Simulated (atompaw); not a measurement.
## gallium (Ga) PAW (atompaw): all-electron and pseudo phase curves

atompaw 4.2.0.5 input, output lines left out:

```
Ga 31
GGA-PBE scalarrelativistic loggrid 1500 logderivrange -3 5 201
4 4 3 0 0 0
4 1 1
0 0 0
c
c
c
v
c
c
v
c
2
2.60 2.15 2.35 1.95
y
-0.35
n
y
0.1
n
y
0.15
n
custom rrkj vanderbiltortho sinc
bessel
2.60
2.60
2.60
2.60
2.60
```

The phase is arctan(r·u′/u) with u = r·R(r), unwrapped; energies in Ry, scanned from -3 to 5 Ry. A pole is an energy at which the radial function vanishes at the test radius. The pseudo phase is shifted by a multiple of π to meet the all-electron one at the reference energy, and phase errors are pseudo minus all-electron; the curves can meet again beyond the range given. Levels narrower than the energy grid can be missing from the lists of poles.

```json
{"channel": "s", "radius (bohr)": "2.62", "reference energy (Ry)": "-0.66", "poles, all-electron": "0.42", "poles, pseudo": "0.42", "unbroken range about the reference energy with phases within 0.05 rad": "below 2.4", "phase error 1 Ry above the reference energy (rad)": "-0.000"}
{"channel": "p", "radius (bohr)": "2.62", "reference energy (Ry)": "-0.19", "poles, all-electron": "1.50", "poles, pseudo": "1.49", "unbroken range about the reference energy with phases within 0.05 rad": "below 3.8", "phase error 1 Ry above the reference energy (rad)": "-0.000"}
{"channel": "d", "radius (bohr)": "2.62", "reference energy (Ry)": "0.15", "poles, all-electron": "-1.37, 3.44", "poles, pseudo": "3.10", "unbroken range about the reference energy with phases within 0.05 rad": "-1.1 to 0.8", "phase error 1 Ry above the reference energy (rad)": "-0.140"}
```

Phases in the p channel:

| E (Ry) | all-electron | pseudo |
| --- | --- | --- |
| -3.00 | 1.326 | 1.325 |
| -2.76 | 1.312 | 1.312 |
| -2.52 | 1.297 | 1.297 |
| -2.28 | 1.278 | 1.278 |
| -2.04 | 1.255 | 1.255 |
| -1.80 | 1.227 | 1.227 |
| -1.56 | 1.190 | 1.189 |
| -1.32 | 1.139 | 1.139 |
| -1.08 | 1.065 | 1.065 |
| -0.84 | 0.951 | 0.951 |
| -0.60 | 0.751 | 0.751 |
| -0.36 | 0.368 | 0.368 |
| -0.12 | -0.274 | -0.274 |
| 0.12 | -0.844 | -0.844 |
| 0.36 | -1.153 | -1.153 |
| 0.60 | -1.319 | -1.319 |
| 0.84 | -1.421 | -1.421 |
| 1.08 | -1.489 | -1.489 |
| 1.32 | -1.540 | -1.540 |
| 1.56 | -1.581 | -1.581 |
| 1.80 | -1.616 | -1.617 |
| 2.04 | -1.648 | -1.649 |
| 2.28 | -1.678 | -1.680 |
| 2.52 | -1.709 | -1.712 |
| 2.76 | -1.742 | -1.747 |
| 3.00 | -1.779 | -1.787 |
| 3.24 | -1.824 | -1.837 |
| 3.48 | -1.881 | -1.903 |
| 3.72 | -1.958 | -2.000 |
| 3.96 | -2.071 | -2.156 |
| 4.20 | -2.256 | -2.443 |
| 4.44 | -2.581 | -2.985 |
| 4.68 | -3.116 | -3.650 |
| 4.92 | -3.678 | -4.066 |
